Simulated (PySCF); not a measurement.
## EPR parameters of C6H9O2

C6H9O2 (doublet state).
Geometry (GFN2-xTB, Å), atoms numbered from 1 in this order:
```
atom  x, y, z in Å
C1     3.2603    0.6239   -0.3262
C2     1.9505    0.2598   -0.4867
C3     1.1933   -0.3707    0.4765
C4    -0.2298   -0.7509    0.2886
C5    -1.1408    0.0453    1.2369
O6    -2.4955   -0.4074    1.1618
C7    -3.2363    0.0704    0.1788
O8    -2.9033    0.8561   -0.6579
H9     3.8072    1.1140   -1.1100
H10    3.7815    0.4300    0.5948
H11    1.4731    0.4769   -1.4346
H12    1.6367   -0.5934    1.4363
H13   -0.5445   -0.5631   -0.7395
H14   -0.3698   -1.8147    0.5102
H15   -0.8422   -0.1022    2.2762
H16   -1.1019    1.1087    0.9809
H17   -4.2454   -0.3707    0.2534
```

The hyperfine couplings belong to this conformer and change with its torsions.

As a line formula: `C=C[CH]CCOC=O` [radical].

Method: UKS B3LYP, pcH-1 on C H O, non-relativistic, mean-field spin-orbit, GIAO (PySCF 2.14.0). The structure is a single GFN2-xTB conformer in the gas phase; no vibrational or solvent corrections. A GFN2-xTB geometry isn't a minimum of the functional, and hyperfine couplings can be far from their values at a DFT geometry. No stability test was run, so a lower SCF solution isn't excluded. ⟨S²⟩ is 0.776 where a pure state has 0.75.

* g1, g2, g3: 2.00216, 2.00276, 2.00285
* g_iso: 2.00259
* Form of g: close to axial: the two nearest values differ by 13 % of g3 − g1
* ⟨S²⟩: 0.7757 (exact 0.7500)
* α and β electrons: 31, 30
* HOMO–LUMO gap, α and β orbitals: 5.34, 5.66 eV
* Total energy: -384.47856 Eh

Isotropic coupling and dipolar principal values T1 to T3, in G; ρ(0) is the spin density at the nucleus (MHz turned into gauss with g_iso; 10 G = 1 mT):

```
atom  isotope  a_iso     T1     T2    T3  Mulliken spin population  ρ(0) (bohr⁻³)
  C1      13C   19.4  -18.3  -17.7  36.0                      0.67         0.0483
  C2      13C  -17.0  -10.2    4.0   6.1                     -0.26        -0.0425
  C3      13C   20.5  -18.6  -18.2  36.8                      0.66         0.0510
  C4      13C   -7.8   -0.5    0.1   0.4                     -0.05        -0.0193
  C5      13C   21.4   -1.0   -0.9   1.9                      0.03         0.0534
  O6      17O   -0.3   -0.8    0.4   0.4                      0.00         0.0014
  C7      13C   -0.1   -0.1    0.0   0.1                      0.00        -0.0001
  O8      17O    0.0   -0.1    0.0   0.1                      0.00         0.0001
  H9       1H  -14.9   -8.9   -0.1   9.1                     -0.03        -0.0093
 H10       1H  -14.1   -7.7   -0.6   8.3                     -0.03        -0.0089
 H11       1H    4.2   -1.8   -0.5   2.3                      0.01         0.0027
 H12       1H  -14.1   -7.7   -0.7   8.4                     -0.03        -0.0088
 H13       1H    0.9   -1.1   -0.9   2.0                      0.00         0.0006
 H14       1H   22.8   -1.3   -0.9   2.2                      0.03         0.0143
 H15       1H   -0.8   -1.1   -0.5   1.6                      0.00        -0.0005
 H16       1H   -1.0   -1.2   -0.4   1.6                      0.00        -0.0006
 H17       1H    0.2   -0.2   -0.1   0.3                      0.00         0.0001
```

The Mulliken spin populations are largest on C1 (+0.67), C3 (+0.66) and C2 (-0.26). The angles at C1 add up to 360.0°, so it is planar; its axial dipolar tensor and the negative couplings of its protons fit spin in a p orbital normal to that plane.

Axes: g3 points within 12° of the C1–H9 bond.

Under fast tumbling the dipolar parts average out, and these isotropic splittings remain: 1 × 1H (H9, I = 1/2, 2 lines) with 1.49 mT, 1 × 1H (H10, I = 1/2, 2 lines) with 1.41 mT, 1 × 1H (H12, I = 1/2, 2 lines) with 1.41 mT, 2 × 1H (H13/H14, I = 1/2, 3 lines) with 1.19 mT, 1 × 1H (H11, I = 1/2, 2 lines) with 0.42 mT and 2 × 1H (H15/H16, I = 1/2, 3 lines) with 0.09 mT.

Class means assume fast exchange of nuclei equivalent by connectivity; if that motion is slow, each nucleus keeps its own coupling. The 1H value of +33.3 MHz is a mean of couplings from 2.6 to 64.0 MHz in this one geometry, not an average over conformers.

The 13C coupling of C5 (60.1 MHz) shows only in satellite lines or after enrichment, since that isotope makes up about 1.07 % of natural carbon.

Examples of negative spin density at the nucleus (bohr⁻³): C2 (-0.0425), C4 (-0.0193) and H9 (-0.0093).

Hardware: one thread of an Arm Neoverse V1, shared host with 64 logical CPUs at a one-minute load of 87. Cost: 77 s of wall time (grids of density and orbitals included), 0.97 GiB resident at most.
